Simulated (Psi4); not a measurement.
Input file for Psi4: SAPT0/jun-cc-pV(D+d)Z on C4H8 (a complex), monomers drawn apart or pushed together.

```
memory 2025 MB

molecule dimer {
0 1
C    -0.20440649   -0.04430182   -0.29071696
H     0.37230030   -0.09913342   -1.21308321
H    -0.75803661    0.89371268   -0.26659162
H    -0.90208411   -0.88016963   -0.25156153
H     0.46781400   -0.09127708    0.56443765
--
0 1
C     1.54430905   -0.02188554    4.83657478
C     0.25426660    0.05534776    4.69328990
C    -1.03463323    0.13250582    4.54396872
H     2.04278320   -0.97856020    4.94282390
H     2.16284980    0.86808381    4.85524201
H    -1.48601214    0.11553454    3.55885202
H    -1.69661302    0.21627805    5.39807674
units angstrom
symmetry c1
no_reorient
no_com
}

set {
  basis jun-cc-pV(D+d)Z
  scf_type df
  freeze_core true
}

energy('sapt0')
```

Output:

```
[...]
==> Input File <==

--------------------------------------------------------------------------
memory 2025 MB

molecule dimer {
0 1
C    -0.20440649   -0.04430182   -0.29071696
H     0.37230030   -0.09913342   -1.21308321
H    -0.75803661    0.89371268   -0.26659162
H    -0.90208411   -0.88016963   -0.25156153
H     0.46781400   -0.09127708    0.56443765
--
0 1
C     1.54430905   -0.02188554    4.83657478
C     0.25426660    0.05534776    4.69328990
C    -1.03463323    0.13250582    4.54396872
H     2.04278320   -0.97856020    4.94282390
H     2.16284980    0.86808381    4.85524201
H    -1.48601214    0.11553454    3.55885202
H    -1.69661302    0.21627805    5.39807674
units angstrom
symmetry c1
no_reorient
no_com
}

set {
  basis jun-cc-pV(D+d)Z
  scf_type df
  freeze_core true
}

energy('sapt0')
--------------------------------------------------------------------------


   => Loading Basis Set <=

    Name: JUN-CC-PV(D+D)Z
    Role: ORBITAL
    Keyword: BASIS
    atoms 1, 6-8    entry C          line   188 file jun-cc-pv_dpd_z.gbs
    atoms 2-5, 9-12 entry H          line    60 file jun-cc-pv_dpd_z.gbs

   => Loading Basis Set <=

    Name: JUN-CC-PV(D+D)Z
    Role: ORBITAL
    Keyword: BASIS
    atoms 1, 6-8    entry C          line   188 file jun-cc-pv_dpd_z.gbs
    atoms 2-5, 9-12 entry H          line    60 file jun-cc-pv_dpd_z.gbs


  //>>>>>>>>>>>>>>>>>>>>>>>>>>>>>>>>>>>//
  //              Dimer HF             //
  //<<<<<<<<<<<<<<<<<<<<<<<<<<<<<<<<<<<//

   => Libint2 <=

    Primary   basis highest AM E, G, H:  7, 6, 3
    Auxiliary basis highest AM E, G, H:  7, 7, 4
    Onebody   basis highest AM E, G, H:  -, -, -
    Solid Harmonics ordering:            Gaussian


   => Loading Basis Set <=

    Name: JUN-CC-PV(D+D)Z
    Role: ORBITAL
    Keyword: BASIS
    atoms 1, 6-8    entry C          line   188 file jun-cc-pv_dpd_z.gbs
    atoms 2-5, 9-12 entry H          line    60 file jun-cc-pv_dpd_z.gbs


         ---------------------------------------------------------
                                   SCF
               by Justin Turney, Rob Parrish, Andy Simmonett
                          and Daniel G. A. Smith
                              RHF Reference
                        1 Threads,   1931 MiB Core
         ---------------------------------------------------------

  ==> Geometry <==

    Molecular point group: c1
    Full point group: C1

    Geometry (in Angstrom), charge = 0, multiplicity = 1:

       Center              X                  Y                   Z               Mass
    ------------   -----------------  -----------------  -----------------  -----------------
         C           -0.204406490000    -0.044301820000    -0.290716960000    12.000000000000
         H            0.372300300000    -0.099133420000    -1.213083210000     1.007825032230
         H           -0.758036610000     0.893712680000    -0.266591620000     1.007825032230
         H           -0.902084110000    -0.880169630000    -0.251561530000     1.007825032230
         H            0.467814000000    -0.091277080000     0.564437650000     1.007825032230
         C            1.544309050000    -0.021885540000     4.836574780000    12.000000000000
         C            0.254266600000     0.055347760000     4.693289900000    12.000000000000
         C           -1.034633230000     0.132505820000     4.543968720000    12.000000000000
         H            2.042783200000    -0.978560200000     4.942823900000     1.007825032230
         H            2.162849800000     0.868083810000     4.855242010000     1.007825032230
         H           -1.486012140000     0.115534540000     3.558852020000     1.007825032230
         H           -1.696613020000     0.216278050000     5.398076740000     1.007825032230

  Running in c1 symmetry.

  Rotational constants: A =      0.28816  B =      0.01887  C =      0.01784 [cm^-1]
  Rotational constants: A =   8638.74640  B =    565.71077  C =    534.72729 [MHz]
  Nuclear repulsion =   95.573835788943427

  Charge       = 0
  Multiplicity = 1
  Electrons    = 32
  Nalpha       = 16
  Nbeta        = 16

  ==> Algorithm <==

  SCF Algorithm Type is DF.
  DIIS enabled.
  MOM disabled.
  Fractional occupation disabled.
  Guess Type is SAD.
  Energy threshold   = 1.00e-08
  Density threshold  = 1.00e-08
  Integral threshold = 1.00e-12

  ==> Primary Basis <==

  Basis Set: JUN-CC-PV(D+D)Z
    Blend: JUN-CC-PV(D+D)Z
    Number of shells: 56
    Number of basis functions: 112
    Number of Cartesian functions: 116
    Spherical Harmonics?: true
    Max angular momentum: 2

   => Loading Basis Set <=

    Name: (JUN-CC-PV(D+D)Z AUX)
    Role: JKFIT
    Keyword: DF_BASIS_SCF
    atoms 1, 6-8    entry C          line   146 file jun-cc-pvdz-jkfit.gbs
    atoms 2-5, 9-12 entry H          line    70 file jun-cc-pvdz-jkfit.gbs

  ==> Integral Setup <==

  DFHelper Memory: AOs need 0.047 GiB; user supplied 1.414 GiB.
  SCF_SUBTYPE=INCORE selected. In-core MEM_DF algorithm will be used.
[...]
378    92A      2.400917
      93A      2.404571    94A      2.580623    95A      2.591540
      96A      2.594603    97A      2.647290    98A      2.738468
      99A      2.742376   100A      2.747173   101A      2.850945
     102A      3.005148   103A      3.008221   104A      3.010020
     105A      3.133449   106A      3.158652   107A      3.161397
     108A      3.548565   109A      5.042100   110A      5.044723
     111A      5.052907   112A     18.435438

    Final Occupation by Irrep:
              A
    DOCC [    11 ]
    NA   [    11 ]
    NB   [    11 ]

  @DF-RHF Final Energy:  -115.87490015077695

   => Energetics <=

    Nuclear Repulsion Energy =             59.4184019627494564
    One-Electron Energy =                -272.3368843771443721
    Two-Electron Energy =                  97.0435822636179779
    Total Energy =                       -115.8749001507769520

Computation Completed


Properties will be evaluated at   0.000000,   0.000000,   0.000000 [a0]

Properties computed using the SCF density matrix


 Multipole Moments:

 ------------------------------------------------------------------------------------
     Multipole            Electronic (a.u.)      Nuclear  (a.u.)        Total (a.u.)
 ------------------------------------------------------------------------------------

 L = 1.  Multiply by 2.5417464519 to convert [e a0] to [Debye]
 Dipole X            :        -10.5951077           10.5950563           -0.0000513
 Dipole Y            :         -2.2999178            2.3000696            0.0001518
 Dipole Z            :       -195.0177957          195.0159474           -0.0018483
 Magnitude           :                                                    0.0018552

 ------------------------------------------------------------------------------------

  Constructing Basis Sets for SAPT...

   => Loading Basis Set <=

    Name: (JUN-CC-PV(D+D)Z AUX)
    Role: RIFIT
    Keyword: DF_BASIS_SAPT
    atoms 1, 6-8    entry C          line   100 file jun-cc-pvdz-ri.gbs
    atoms 2-5, 9-12 entry H          line    30 file jun-cc-pvdz-ri.gbs

   => Loading Basis Set <=

    Name: (JUN-CC-PV(D+D)Z AUX)
    Role: JKFIT
    Keyword: DF_BASIS_ELST
    atoms 1, 6-8    entry C          line   146 file jun-cc-pvdz-jkfit.gbs
    atoms 2-5, 9-12 entry H          line    70 file jun-cc-pvdz-jkfit.gbs


  //>>>>>>>>>>>>>>>>>>>>>>>>>>>>>>>>>>>//
  //               SAPT0               //
  //<<<<<<<<<<<<<<<<<<<<<<<<<<<<<<<<<<<//



        SAPT0
    Ed Hohenstein
     6 June 2009

      Orbital Information
  --------------------------
    NSO        =       112
    NMO        =       112
    NRI        =       372
    NRI (Elst) =       500
    NOCC A     =         5
    NOCC B     =        11
    FOCC A     =         1
    FOCC B     =         3
    NVIR A     =       107
    NVIR B     =       101

    Elst10,r            =    -0.000087207896 [Eh]
    Exch10              =     0.000046003940 [Eh]
    Exch10 (S^2)        =     0.000046002330 [Eh]

    Maxiter = 50
    CPHF R converge = 1.000000E-08

    Iter     Energy [mEh]          dE [mEh]         Residual      Time [s]
       1      -0.00550732       0.005507316     3.865807e-04             0
       2      -0.00684386       0.001336542     1.035517e-04             0
       3      -0.00691081       0.000066948     2.518621e-05             0
       4      -0.00688992      -0.000020882     5.290507e-06             0
       5      -0.00688541      -0.000004510     6.753629e-07             0
       6      -0.00688628       0.000000868     8.255120e-08             0
       7      -0.00688622      -0.000000058     1.128382e-08             0
       8      -0.00688623       0.000000004     1.276383e-09             0

    CHF Iterations converged

    Maxiter = 50
    CPHF R converge = 1.000000E-08

    Iter     Energy [mEh]          dE [mEh]         Residual      Time [s]
       1      -0.00180368       0.001803681     1.695743e-04             0
       2      -0.00212343       0.000319753     7.362432e-05             0
       3      -0.00217331       0.000049876     2.332810e-05             0
       4      -0.00215196      -0.000021349     5.060752e-06             0
       5      -0.00215362       0.000001661     1.745694e-06             0
       6      -0.00215409       0.000000465     4.508005e-07             0
       7      -0.00215394      -0.000000148     1.051424e-07             0
       8      -0.00215392      -0.000000014     2.819385e-08             0
       9      -0.00215393       0.000000005     8.147923e-09             0

    CHF Iterations converged

    Ind20,r (A<-B)      =    -0.000006886228 [Eh]
    Ind20,r (B<-A)      =    -0.000002153930 [Eh]
    Ind20,r             =    -0.000009040158 [Eh]
    Exch-Ind20,r (A<-B) =     0.000001929837 [Eh]
    Exch-Ind20,r (B<-A) =     0.000001262368 [Eh]
    Exch-Ind20,r        =     0.000003192205 [Eh]
    Disp20              =    -0.000330046109 [Eh]
    Disp20 (SS)         =    -0.000165023054 [Eh]
    Disp20 (OS)         =    -0.000165023054 [Eh]
    Exch-Disp20         =     0.000004223563 [Eh]
    Exch-Disp20 (SS)    =     0.000002560633 [Eh]
    Exch-Disp20 (OS)    =     0.000001662930 [Eh]

    SAPT Results
  --------------------------------------------------------------------------------------------------------
    Electrostatics                 -0.08720790 [mEh]      -0.05472378 [kcal/mol]      -0.22896430 [kJ/mol]
      Elst10,r                     -0.08720790 [mEh]      -0.05472378 [kcal/mol]      -0.22896430 [kJ/mol]

    Exchange                        0.04600394 [mEh]       0.02886791 [kcal/mol]       0.12078333 [kJ/mol]
      Exch10                        0.04600394 [mEh]       0.02886791 [kcal/mol]       0.12078333 [kJ/mol]
      Exch10(S^2)                   0.04600233 [mEh]       0.02886690 [kcal/mol]       0.12077910 [kJ/mol]

    Induction                      -0.00878961 [mEh]      -0.00551556 [kcal/mol]      -0.02307711 [kJ/mol]
      Ind20,r                      -0.00904016 [mEh]      -0.00567278 [kcal/mol]      -0.02373493 [kJ/mol]
      Exch-Ind20,r                  0.00319220 [mEh]       0.00200314 [kcal/mol]       0.00838113 [kJ/mol]
      delta HF,r (2)               -0.00294165 [mEh]      -0.00184591 [kcal/mol]      -0.00772331 [kJ/mol]

    Dispersion                     -0.32582255 [mEh]      -0.20445673 [kcal/mol]      -0.85544698 [kJ/mol]
      Disp20                       -0.33004611 [mEh]      -0.20710706 [kcal/mol]      -0.86653594 [kJ/mol]
      Exch-Disp20                   0.00422356 [mEh]       0.00265033 [kcal/mol]       0.01108896 [kJ/mol]
      Disp20 (SS)                  -0.16502305 [mEh]      -0.10355353 [kcal/mol]      -0.43326797 [kJ/mol]
      Disp20 (OS)                  -0.16502305 [mEh]      -0.10355353 [kcal/mol]      -0.43326797 [kJ/mol]
      Exch-Disp20 (SS)              0.00256063 [mEh]       0.00160682 [kcal/mol]       0.00672294 [kJ/mol]
      Exch-Disp20 (OS)              0.00166293 [mEh]       0.00104350 [kcal/mol]       0.00436602 [kJ/mol]

  Total HF                         -0.04999356 [mEh]      -0.03137143 [kcal/mol]      -0.13125808 [kJ/mol]
  Total SAPT0                      -0.37581611 [mEh]      -0.23582817 [kcal/mol]      -0.98670505 [kJ/mol]

  Special recipe for scaled SAPT0 (see Manual):
    Electrostatics sSAPT0          -0.08720790 [mEh]      -0.05472378 [kcal/mol]      -0.22896430 [kJ/mol]
    Exchange sSAPT0                 0.04600394 [mEh]       0.02886791 [kcal/mol]       0.12078333 [kJ/mol]
    Induction sSAPT0               -0.00878927 [mEh]      -0.00551535 [kcal/mol]      -0.02307623 [kJ/mol]
    Dispersion sSAPT0              -0.32582210 [mEh]      -0.20445646 [kcal/mol]      -0.85544581 [kJ/mol]
  Total sSAPT0                     -0.37581533 [mEh]      -0.23582768 [kcal/mol]      -0.98670301 [kJ/mol]
  --------------------------------------------------------------------------------------------------------



*** Psi4 exiting successfully. Buy a developer a beer!
```

The run finished.

Cost: roughly 4 core-seconds.
